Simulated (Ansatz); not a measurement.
A single point on BrCl2GeH (`[Cl][GeH]([Cl])[Br]`).

```yaml
crystal:
  periodic: [false, false, false]
  atoms:
    - {symbol: Cl, position_ang: [-1.148257, -0.087966, 1.733275]}
    - {symbol: Ge, position_ang: [0.106109, 0.095461, 0.023327]}
    - {symbol: Cl, position_ang: [1.281529, -1.672493, -0.130838]}
    - {symbol: Br, position_ang: [-1.201831, 0.276801, -1.835626]}
    - {symbol: H, position_ang: [1.012349, 1.314597, 0.168362]}
basis:
  gaussian: {orbitals: def2-TZVPP}
hamiltonian: {xc: pbe}
correlation: {method: rpa}
```

```sh
$ ansatz run in.yaml --threads 4 --pin off --events-out ev --progress --plain
```

Output, abridged:

```
Functional definition: PBE
1230 factors; integrals over basis functions are off by at most 7.6e-4 eV
mean field evaluation 1: about -151600.0042 eV, gradient 3.1e1 eV
mean field evaluation 2: about -151600.0043 eV, gradient 3.1e1 eV
mean field evaluation 4: about -151601.0978 eV, gradient 6.6e0 eV
mean field evaluation 8: about -151601.2042 eV, gradient 3.8e-1 eV
mean field evaluation 16: about -151601.2046 eV, gradient 8.9e-5 eV
mean field -151601.20457680 eV, -5571.2415092103 hartree, gradient 9.5e-7 eV, S^2 0.000000; 0 other end points of the search recorded, 0 dependent functions left out
28 core orbitals not correlated: weight in the atoms' cores, before any rotation towards them, 1.000 or more for the frozen orbitals, at most 0.000 for the correlated occupied ones
reference -151498.36137579 eV, -5567.4620912827 hartree; 23, 23 occupied and 143, 143 virtual orbitals, 1230 factors
Total energy: -151536.28254853 eV, -5568.8556686772 hartree
```

It took 3.5 s on 4 threads of a server CPU on a shared host, with 0.41 GiB of host memory at the peak.
